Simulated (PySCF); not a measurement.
Al(F)(Cl)(OEt) (C₂H₅AlClFO), SMILES CC[O][Al]([F])[Cl]. Atoms are numbered in the order given.

```xyz
11

Al     0.4880    -0.0181     0.2880
F      1.5474    -0.9760    -0.5563
Cl     0.8141     0.2797     2.3218
O     -0.8265     0.7113    -0.4585
C     -1.4655     0.6707    -1.7141
C     -1.6922    -0.7534    -2.2007
H     -2.4313     1.1971    -1.6193
H     -0.8682     1.2318    -2.4572
H     -2.3071    -1.3143    -1.4780
H     -2.2132    -0.7610    -3.1714
H     -0.7326    -1.2823    -2.3251
```

Coordinates come from a B3LYP-D3(BJ)/def2-SVP optimisation. Other conformers were not sampled.

Computed with PySCF with CAM-B3LYP/def2-TZVP.

The molecule is in vacuum.

Computed frontier levels, gap, dipole moment and polarisability:
| Item | Result |
|---|---|
| highest occupied level | -10.01 eV |
| lowest empty level | 0.00 eV |
| orbital gap | 10.00 eV |
| dipole moment | 2.09 D |
| quadrupole, principal values (traceless, Buckingham form, about the centre of nuclear charge) | -8.20, 2.45, 5.75 D·Å |
| mean static polarisability | 59.4 bohr³ (8.81 Å³) |
| polarisability, principal values | 51.0, 54.1, 73.2 bohr³ |
